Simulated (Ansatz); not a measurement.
Two isomers of C3H6FNSi: A = `FC1=NCC[SiH2]1`, B = `CC[Si]1(F)C=N1`.

Computed with Ansatz on PBE0-D4/def2-TZVP structures; ΔE is electronic, products minus reactants. CCSD(T)/CBS is the MP2 limit (def2-TZVPP, def2-QZVPP) plus CCSD(T) − MP2 in def2-TZVPP, frozen cores. Functionals use def2-TZVPP. B3LYP here is the variant with VWN-RPA as its local correlation; programs differ in this. Each species was taken in one conformer, which may not be the lowest.

Question: Which isomer does CCSD(T)/CBS put lower? Give the gap. (An estimate is asked.)

Answer: Computed: B, by 125.4 kJ/mol.

Question: Give E(B) − E(A) in kJ/mol with HF/def2-TZVPP, B3LYP-D4, PBE0-D4, CCSD(T)/def2-TZVPP, CCSD(T)/def2-SVP, B3LYP, BLYP-D4. (An estimate is asked.)

Answer: Ansatz gave: HF/def2-TZVPP -122.2, B3LYP-D4 -112.0, PBE0-D4 -102.2, CCSD(T)/def2-TZVPP -120.2, CCSD(T)/def2-SVP -82.0, B3LYP -114.7, BLYP-D4 -109.1. None reverses the order clearly.

Question: Does the order hold for the free energy at 298.15 K (harmonic terms from PBE0-D4)? (An estimate is asked.)

Answer: Computed: Yes: G(B) − G(A) = -123.1 kJ/mol, for one conformer each.

Largest T1 diagnostic: 0.013.

From PBE to PBE0 (25 % exact exchange), in def2-TZVPP and without D4, E(B) − E(A) moves by −4.0 kJ/mol. Leaving LDA and LC-ωPBE aside and taking each functional with its dispersion term where it has one, the values, not all of them listed here, spread over 30.5 kJ/mol, from B97M-V to revPBE-D4. LDA lies +23.3 kJ/mol from PBE without D4.
